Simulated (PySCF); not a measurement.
# ECD: SMILES C#C[C@@H]1[CH2][GeH2][C@@H]1Br, C5H7BrGe

Geometry (Å), atoms numbered from 1 in this order:
```xyz
14

C     2.2340    1.5294   -1.1345
C     1.5504    0.7161   -0.5831
C     0.6576   -0.2073    0.0733
C    -0.3756   -0.8810   -0.8603
Ge   -1.6754   -0.9318    0.6487
C    -0.2674    0.4037    1.1425
Br   -0.9589    2.1502    0.5918
H     2.8508    2.2297   -1.6128
H     1.2509   -0.9826    0.5763
H    -0.0200   -1.7986   -1.3234
H    -0.6885   -0.1948   -1.6477
H    -3.0726   -0.3905    0.5139
H    -1.6776   -2.1979    1.4766
H     0.1918    0.5550    2.1165
```

Method used: TDDFT PBE0/aug-cc-pVDZ circular dichroism and optical rotation, one conformer, gas phase (PySCF 2.14.0). Geometry: GFN2-xTB.

The calculation is non-relativistic, which matters for the atoms heavier than Zn. Singlets 10 and 11 lie within 0.01 eV of each other, so their separate moments and overlaps can depend on how they mix.

Problem. Assign R or S to each stereocentre.

Solution. C3 R, C6 R.

Problem. List the lowest 16 singlet excitations with oscillator and rotatory strengths.

Solution. Rotatory strengths R in 10⁻⁴⁰ esu² cm², velocity form and length form (origin at the centre of mass); f in length form.
```csv
state,E (eV),λ (nm),f,R (velocity),R (length),main
1,5.42,229,0.029,+2.4,+2.5,"HOMO→LUMO 0.76, HOMO→LUMO+2 0.12"
2,5.80,214,0.002,-8.4,-8.2,HOMO−1→LUMO 0.78
3,5.99,207,0.008,+9.3,+9.6,"HOMO→LUMO+2 0.52, HOMO→LUMO 0.18"
4,6.03,206,0.004,-7.3,-7.9,HOMO−3→LUMO 0.54
5,6.16,201,0.022,-11.6,-11.7,HOMO−2→LUMO 0.70
6,6.32,196,0.029,+6.5,+6.5,"HOMO→LUMO+1 0.66, HOMO→LUMO+2 0.27"
7,6.37,195,0.0009,+2.8,+2.8,"HOMO−2→LUMO+1 0.40, HOMO−2→LUMO+2 0.25"
8,6.48,191,0.017,+26.8,+26.9,"HOMO−1→LUMO+2 0.44, HOMO−3→LUMO 0.17"
9,6.57,189,0.029,-1.5,-1.5,"HOMO−1→LUMO+1 0.54, HOMO−1→LUMO+2 0.14"
10,6.66,186,0.019,-4.3,-4.0,"HOMO−3→LUMO+2 0.40, HOMO−3→LUMO+1 0.13"
11,6.67,186,0.025,+4.3,+4.1,HOMO→LUMO+3 0.87
12,6.76,184,0.064,+21.9,+21.8,"HOMO−2→LUMO+2 0.46, HOMO−2→LUMO+1 0.10"
13,6.86,181,0.014,-2.5,-2.6,"HOMO−1→LUMO+8 0.15, HOMO−2→LUMO+1 0.11"
14,6.93,179,0.009,+21.4,+21.2,"HOMO→LUMO+4 0.69, HOMO−3→LUMO+1 0.09"
15,6.95,178,0.011,+0.2,-0.1,"HOMO−3→LUMO+1 0.45, HOMO−3→LUMO+2 0.18"
16,7.03,176,0.004,-6.0,-5.9,"HOMO−1→LUMO+3 0.44, HOMO−2→LUMO+8 0.12"
```

For state 15 the two forms differ in sign, so the sign of R isn't settled.

Among the states computed, the strongest CD band (largest |R|) is state 8. The largest dissymmetry factor in size, g = 4R/(D+G), with D and G the electric and magnetic dipole strengths, is -0.039 for state 2 (velocity form, f = 0.002), among bands with |R| over 0.5. The mirror image has the same energies and oscillator strengths and all R with the opposite sign.
